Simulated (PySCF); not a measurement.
Coordinates in bohr (charge 0 multiplicity 1):
```
Bi   -1.1869    0.0000   -1.3162
S    -4.6179    0.0000    1.3050
I     3.1168    0.0000    1.8367
```

Method: PySCF, PBE0, basis Bi def2-TZVP with ECP60, S def2-TZVP, I def2-TZVP with ECP28 (scalar-relativistic core potentials, no spin–orbit coupling, density fitting).

This geometry of BiSI is a stationary point at this level.

What is the point group?

Cs.

Is it a minimum?

Yes: all harmonic wavenumbers are real.

What are the dipole moment and the gap between the highest occupied and lowest empty levels?

3.38 D and 3.27 eV.

What is the atomisation energy, with and without zero-point energy?

551 kJ/mol without, 546 kJ/mol with.

This need not be the most stable arrangement of these atoms. With an element this heavy the missing spin–orbit coupling can shift these numbers.
